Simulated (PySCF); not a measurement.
**Spin states and ions at one geometry of [Bi3]3+**

PySCF 2.14.0, RKS PBE0, Bi def2-SVP with ECP60; non-relativistic Hamiltonian with scalar-relativistic core potentials where named; density fitting; no spin-orbit coupling; singlets restricted, open shells unrestricted. The geometry is relaxed for charge +3, singlet, vacuum:

```xyz
3

Bi    0.0000    0.0000    2.8317
Bi    0.0000    0.0000    0.0000
Bi    0.0000    0.0000   -2.8317
```

Energies count from the relaxed state; an electron taken off or put on is at rest in vacuum. Charges and spins are Mulliken's.

Order these states by energy, lowest first.
A. charge +3, singlet, vacuum
B. charge +3, triplet, vacuum
C. charge +2, doublet, vacuum
D. charge +3, quintet, vacuum
E. charge +4, doublet, vacuum

C (-16.87 eV), A (0.00 eV), B (0.25 eV), D (0.38 eV), E (21.92 eV).

How do charge and spin on the first atom follow?


```json
{"state": "charge +3, singlet, vacuum", "spin squared": "0.00", "charge on Bi1 (e)": "1.30", "spin on Bi1 (e)": "0.00", "dipole about the centre of mass (D)": "0.00"}
{"state": "charge +3, triplet, vacuum", "spin squared": "2.20", "charge on Bi1 (e)": "1.24", "spin on Bi1 (e)": "0.94", "dipole about the centre of mass (D)": "0.00"}
{"state": "charge +3, quintet, vacuum", "spin squared": "6.00", "charge on Bi1 (e)": "1.14", "spin on Bi1 (e)": "1.34", "dipole about the centre of mass (D)": "0.00"}
{"state": "charge +4, doublet, vacuum", "spin squared": "0.76", "charge on Bi1 (e)": "1.68", "spin on Bi1 (e)": "0.17", "dipole about the centre of mass (D)": "0.00"}
{"state": "charge +2, doublet, vacuum", "spin squared": "1.05", "charge on Bi1 (e)": "0.87", "spin on Bi1 (e)": "0.90", "dipole about the centre of mass (D)": "0.00"}
```

With an electron taken off (doublet) the charges change, summed by element, by Bi +1.00 e. The vertical ionisation energy is 21.92 eV, against −ε(HOMO) = 20.20 eV of the relaxed state. The level lies 1.7 eV too high, as is usual for semilocal functionals and global hybrids, which keep a self-interaction error.

With an electron put on (doublet) the charges change, summed by element, by Bi -1.00 e. The vertical electron affinity is 16.87 eV, against −ε(LUMO) = 18.40 eV of the relaxed state.

Open shells may have lower solutions than those found. Spin squared well over S(S+1) tells of spin contamination.

A frequency check found unstable modes (2, the lowest at -16 cm⁻¹), so the relaxed geometry is a saddle point, or these are noise. The gap of the closed shell is small, and it wasn't tested for a lower spin-broken solution at this geometry.
